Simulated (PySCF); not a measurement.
Method: PBE-D3(BJ)/def2-TZVP // PBE-D3(BJ)/def2-SVP run with PySCF 2.14.0. All species are isolated molecules in the gas phase. One relaxed conformer stands for a flexible species; it need not be the lowest. Excitations are Tamm–Dancoff values on a coarser integration grid. The basis has no diffuse functions, so Rydberg states are missing or too high.

Reference species (SMILES): `[SiH3][SiH2][GeH2][SiH2][GeH2][SiH2][GeH2][SiH3]` (neutral, multiplicity 1).

```
Property                  Value
----------------------  -------
S1 excitation (TDA)     4.75 eV
S1 oscillator strength     2.31
```

Changed species: `[SiH3][SiH2][GeH2][SiH2][GeH2][SiH3]` (n = 2; the reference has n = 3).

Task: What does the change do to the S1 excitation (TDA) and S1 oscillator strength?

Result: the S1 excitation (TDA) rises by 0.50 eV, to 5.25 eV; the S1 oscillator strength drops by 0.740, to 1.57.
